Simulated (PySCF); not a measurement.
Gas-phase reaction: InF3 + 2 InBr3 = 3 InF + 3 Br2

Energies from PySCF (xtb for GFN2), thermal terms from the rigid-rotor harmonic-oscillator model, ideal gas at 1 bar. † marks an energy on the PBE0/def2-TZVP geometry and frequencies; other levels use their own. All species are closed-shell singlets. In: scalar-relativistic def2 core potential, no spin-orbit coupling. Br: all electrons, no relativistic terms.

| level | ΔH°(298 K), kJ |
|---|---|
| BLYP/def2-TZVP† | [?] |
| GFN2-xTB | 193 |
| HF/def2-TZVP† | 805 |
| M06-2X/def2-TZVP† | 769 |
| PBE/def2-SVP | [?] |
| PBE0/def2-QZVP† | 694 |
| PBE0/def2-TZVP | 701 |
| LDA/def2-TZVP† | [?] |
| ωB97X-V/def2-TZVP† | [?] |

What belongs in the gaps?


- BLYP/def2-TZVP†, ΔH°(298 K), kJ: 516
- PBE/def2-SVP, ΔH°(298 K), kJ: 637
- LDA/def2-TZVP†, ΔH°(298 K), kJ: 700
- ωB97X-V/def2-TZVP†, ΔH°(298 K), kJ: 752
